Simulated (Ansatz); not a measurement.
## Isomers

Structures of CH3GeO (charge +1), closed shell, relaxed at PBE0-D4/def2-TZVP (vibrations not checked; lower isomers may exist, and structures with a doubtful reference or unclear bonds are left out). Ansatz 0.2.0; basis: def2-TZVPP; cores frozen in the correlated methods. Filled d shells of the heavier atoms are correlated. The def2 sets are not built for correlating such inner shells, so the correlated values are less sure here. B3LYP uses VWN-RPA correlation.

(1) Rank them by CCSD(T) energy, lowest first, and give each one's height above the lowest. Links in brackets join atoms within 1.22 times the sum of their covalent radii (1.1 for two metals). (Judge from chemistry; the value comes from the calculation.)
A.
CH₃GeO ([CH2][O][GeH]), total charge +1
```
6
angstrom
O -0.2503 -0.0784 -0.1293
C 0.5906 0.7439 0.1989
Ge -1.7534 -1.1223 -0.8001
H -1.0332 -2.3699 -0.1418
H 1.4386 0.9511 -0.4624
H 0.4987 1.2657 1.1574
```
B.
CH₃GeO ([O][C][GeH3]), total charge +1
```
6
angstrom
O -0.4084 -1.6634 0.0999
C -0.1160 -0.5936 0.0675
Ge 0.4355 1.4254 0.0064
H -0.7903 1.9479 -0.7267
H 1.7274 1.2587 -0.7787
H 0.5294 1.6551 1.5069
```
C.
CH₃GeO ([CH]1[O][GeH2]1), total charge +1
```
6
angstrom
O -0.2537 -1.3123 0.2030
C 0.7532 -0.9640 0.8066
Ge 0.2358 0.6852 -0.0021
H 1.3886 -1.6114 1.4239
H 0.6725 0.8632 -1.4428
H -0.8393 1.4574 0.7368
```

(2) Do PBE-D4, r2SCAN-D4, PBE0-D4, B3LYP-D4, wB97M-V, HF, MP2 give the same order? (Judge from chemistry; the calculation decides.)

T1 diagnostic: at most 0.019.

For scale, one of the runs: CCSD(T)/def2-TZVPP, 152 basis functions, launched by `ansatz run in.yaml --threads 2 --pin off --events-out ev --progress --plain --max-ram 4352MiB`. Hardware: 2 CPU threads of an Arm Neoverse V2, shared host. Wall time 26 s; peak host memory 1 GiB.

Answers

(1) The calculation gives: B (0.0 kJ/mol), A (54.0 kJ/mol), C (129.2 kJ/mol). Heights count from the lowest.

(2) The calculation gives: All do.
